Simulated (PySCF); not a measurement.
MoS2ClBr, SMILES [S]=[Mo](=[S])([Cl])[Br], multiplicity 1. The structure is a stationary point at PBE-D3(BJ)/def2-SVP. The multiplicity is an assumed one; no other spin state was optimised. The structure was generated by enumeration; whether it is a known compound was not checked. The def2 effective core potentials stand for the cores of Mo; spin–orbit coupling is left out.

Method: PBE-D3(BJ)/def2-SVP in PySCF.

Harmonic wavenumbers (cm⁻¹): 94, 121, 139, 143, 187, 298, 412, 549, 561. Rotational constants (GHz): 1.239, 0.7673, 0.7308; symmetry number 1.

Problem. Work out the zero-point energy and the ideal-gas rigid-rotor harmonic-oscillator thermochemistry at 298.15 K and 1 atm.

Solution. ZPE = ½ Σ hcν = ½ × 2504 cm⁻¹ = 14.98 kJ/mol. H − E(el) = 36.54 kJ/mol. Entropy in J/(mol K): translation 178.82, rotation 127.68, vibration 74.95, total 381.44. G − E(el) = -77.19 kJ/mol. Cp = 95.79 J/(mol K). Modes under 150 cm⁻¹ make the vibrational entropy uncertain.
